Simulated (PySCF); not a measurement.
## Phosphorus: a sound run and one with changed settings

Sound run: P(2+) [Ne] 3s2 3p1, P(3+) [Ne] 3s2. Calculation: PySCF 2.14, in cc-pVDZ-DK (4s3p1d, 18 functions); the spin-free X2C one-electron Hamiltonian (Gaussian nucleus). In the sound run the correlated levels freeze [Ne]. The sound run starts from symmetry-adapted Hartree-Fock orbitals and uses a fine grid where one is needed.

A second run was set up differently.

```json
{"species": "P(2+)", "method": "UHF", "sound run (hartree)": "-340.45437", "changed run (hartree)": "-340.45437", "converged": "yes"}
{"species": "P(2+)", "method": "BP86", "sound run (hartree)": "-340.99806", "changed run (hartree)": "-340.99806", "converged": "yes"}
{"species": "P(2+)", "method": "PBE", "sound run (hartree)": "-340.81047", "changed run (hartree)": "-340.81047", "converged": "yes"}
{"species": "P(2+)", "method": "MP2", "sound run (hartree)": "-340.49260", "changed run (hartree)": "-340.47917", "converged": "yes"}
{"species": "P(2+)", "method": "CCSD(T)", "sound run (hartree)": "-340.51279", "changed run (hartree)": "-340.51279", "converged": "yes"}
{"species": "P(3+)", "method": "UHF", "sound run (hartree)": "-339.36868", "changed run (hartree)": "-339.36868", "converged": "yes"}
{"species": "P(3+)", "method": "BP86", "sound run (hartree)": "-339.88375", "changed run (hartree)": "-339.88375", "converged": "yes"}
{"species": "P(3+)", "method": "PBE", "sound run (hartree)": "-339.69881", "changed run (hartree)": "-339.69881", "converged": "yes"}
{"species": "P(3+)", "method": "MP2", "sound run (hartree)": "-339.40051", "changed run (hartree)": "-339.38896", "converged": "yes"}
{"species": "P(3+)", "method": "CCSD(T)", "sound run (hartree)": "-339.41646", "changed run (hartree)": "-339.41646", "converged": "yes"}
```

Ionisation energy of P(2+):

```
 method  sound run (eV)  changed run (eV)
    UHF          29.543            29.543
   BP86          30.322            30.322
    PBE          30.250            30.250
    MP2          29.717            29.666
SCS-MP2          29.698            29.655
   CCSD          29.817            29.817
CCSD(T)          29.833            29.833
```

Q: What was changed?
A. level shift left on
B. minimal basis
C. too few SCF iterations
D. basis contracted for another Hamiltonian

A: A. It used initial guess atom, at most 50 SCF cycles, level shift 0.5 hartree. A level shift leaves the converged SCF energy unchanged but raises the virtual orbital energies, which shrinks MP2 if it is not removed.
